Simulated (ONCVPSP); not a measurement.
**Cu (Z = 29): ONCV pseudisation with PW91, scalar-relativistic reference atom.**

ONCVPSP 4.0.1 input, shortened (lines: element, Z, core and valence counts, functional; n l f; lmax; l rc ep ncon nbas qcut; lloc lpopt rc5 dvloc0; l nproj debl; icmod fcfact rcfact), PW91, scalar-relativistic:

```
  Cu 29.00    3    4  -109134      upf
    1    0    2.00
    2    0    2.00
    2    1    6.00
    3    0    2.00
    3    1    6.00
    3    2   10.00
    4    0    0.50
    2
    0    1.25    0.00    3    7   11.10
    1    0.70    0.00    5    8   12.00
    2    1.10    0.00    4    9   16.90
    4    5    0.45    3.00
    0    2    1.30
    1    2    0.30
    2    1    1.10
    0    0.00    0.00
```

In the p channel the program set the typed energies aside and used -2.804, 0.250 Ha.

All-electron outer shells of the reference configuration (PW91, scalar-relativistic, ld1.x):

```json
{"shell": "2p", "level (eV)": "-921.38", "outermost node (bohr)": "–", "outermost maximum (bohr)": "0.16"}
{"shell": "3s", "level (eV)": "-118.79", "outermost node (bohr)": "0.29", "outermost maximum (bohr)": "0.61"}
{"shell": "3p", "level (eV)": "-76.30", "outermost node (bohr)": "0.26", "outermost maximum (bohr)": "0.62"}
{"shell": "3d", "level (eV)": "-9.22", "outermost node (bohr)": "–", "outermost maximum (bohr)": "0.60"}
{"shell": "4s", "level (eV)": "-8.15", "outermost node (bohr)": "0.89", "outermost maximum (bohr)": "2.19"}
```

Q: Does the generator finish with these settings?

A: Yes, a potential is produced and its reference levels are reproduced.

Q: Estimate the cutoffs (Ha) at which the residual kinetic energy of the hardest occupied pseudo-wave falls to 1 and 0.1 mHa per electron.

A: 149 Ha and 336 Ha.

Q: What does a ghost test show?

A: No bound ghost flagged; GHOST(+) flagged for s at 223.3 eV.

Q: Which valence shell sets the plane-wave cutoff?

A: 3p: 149 Ha for 1 mHa per electron, against 94 Ha for 3d.

Q: Tests: 3s2 3p6 3d10 4s1; 3s2 3p6 3d10 4s0; 3s2 3p6 3d9 4s0; 3s2 3p6 3d9 4s2. Which has the largest error in its energy relative to the reference configuration, and how large is it?

A: 3s2 3p6 3d9 4s0, with -4.4 meV (all-electron minus pseudo) on +26.45 eV.
